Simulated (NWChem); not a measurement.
Species: TeI$_{2}$; SMILES I[Te]I

Computed with NWChem. All runs use the structure optimised with PBE-D3(BJ)/def2-SVP. def2 effective core potentials on Te, I; no spin-orbit coupling. Level M06-2X/def2-SVP: energy and gradient on several grids; changes count from the extra-fine grid, which is no exact limit either.

### Question
Which is the coarsest grid (xcoarse; medium; xfine; coarse; fine) from which on the energy stays within 500 μHa and each gradient component within 500 μHa/bohr of xfine?

### Answer
xcoarse.
| grid | size of the energy change (μHa) | largest change of a gradient component (μHa/bohr) | time, medium = 1 (rough) |
|---|---|---|---|
| xcoarse | 20 | 100 | 0.5 |
| coarse | 20 | 200 | about 1 |
| medium | 10 | 50 | about 1 |
| fine | < 10 | < 30 | about 1 |
| xfine | < 10 | < 30 | about 1 |
